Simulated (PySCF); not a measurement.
**The 4-electron isoelectronic series, non-relativistic**

Calculated with PySCF 2.14 from differences of total energies of unrestricted determinants, without spin-orbit coupling. Each ion has its own even-tempered basis scaled to its charge (17s8p5d5f4g for the first); frozen: nothing. Ionisation energies in eV, correlation energies of the ion in mhartree.

| ion | configuration | UHF | LDA | PBE | PBE0 | r2SCAN | MP2 (all electrons) | E_corr MP2 | NIST (with spin-orbit, Breit and QED) |
| --- | --- | --- | --- | --- | --- | --- | --- | --- | --- |
| Nd⁵⁶⁺ | [He] 2s2 (1S) | 11362.4 | 11357.3 | 11368.4 | 11367.3 | 11360.2 | 11372.8 | -434.4 | 12082 ± 5 (t) |
| Sm⁵⁸⁺ | [He] 2s2 (1S) | 12162.5 | 12157.1 | 12168.7 | 12167.5 | 12160.2 | 12173.2 | -446.4 | 12992 ± 6 (t) |
| Gd⁶⁰⁺ | [He] 2s2 (1S) | 12989.8 | 12984.1 | 12996.2 | 12995.0 | 12987.3 | 13000.9 | -458.4 | 13943 ± 10 (t) |
| Dy⁶²⁺ | [He] 2s2 (1S) | 13844.3 | 13838.4 | 13850.9 | 13849.6 | 13841.7 | 13855.7 | -470.5 | 14936 ± 15 (t) |
| Er⁶⁴⁺ | [He] 2s2 (1S) | 14726.1 | 14719.8 | 14732.8 | 14731.5 | 14723.4 | 14737.8 | -482.4 | 15971 ± 24 (t) |
| Yb⁶⁶⁺ | [He] 2s2 (1S) | 15635.0 | 15628.5 | 15641.9 | 15640.6 | 15632.2 | 15647.1 | -494.4 | 17050 ± 40 (t) |
| Hf⁶⁸⁺ | [He] 2s2 (1S) | 16571.2 | 16564.4 | 16578.2 | 16576.8 | 16568.2 | 16583.6 | -506.4 | 18180 ± 50 (t) |
| Os⁷²⁺ | [He] 2s2 (1S) | 18525.2 | 18517.7 | 18532.5 | 18531.0 | 18521.9 | 18538.2 | -530.4 | 20570 ± 70 (t) |
| Pt⁷⁴⁺ | [He] 2s2 (1S) | 19543.0 | 19535.2 | 19550.5 | 19549.0 | 19539.6 | 19556.3 | -542.4 | 21840 ± 90 (t) |

(1) Interpolate the row of W⁷⁰⁺.

Each ion has its own basis, which adds noise of up to about 0.1 % along the series.

NIST values marked (s) are semi-empirical, (t) theoretical. Open shells are high-spin determinants of the terms that Hund's rules give.

MP2 underrates the 2s², 2p² near-degeneracy of four-electron ions.

All relativistic terms are absent from the calculated values; where these lie close to NIST, scalar and spin-orbit shifts of opposite sign can cancel.

Answers

(1) configuration [He] 2s2 (1S); UHF 17534.6; LDA 17527.4; PBE 17541.8; PBE0 17540.3; r2SCAN 17531.5; MP2 (all electrons) 17547.3; E_corr MP2 -518.4; NIST (with spin-orbit, Breit and QED) 19362 ± 3 (s).
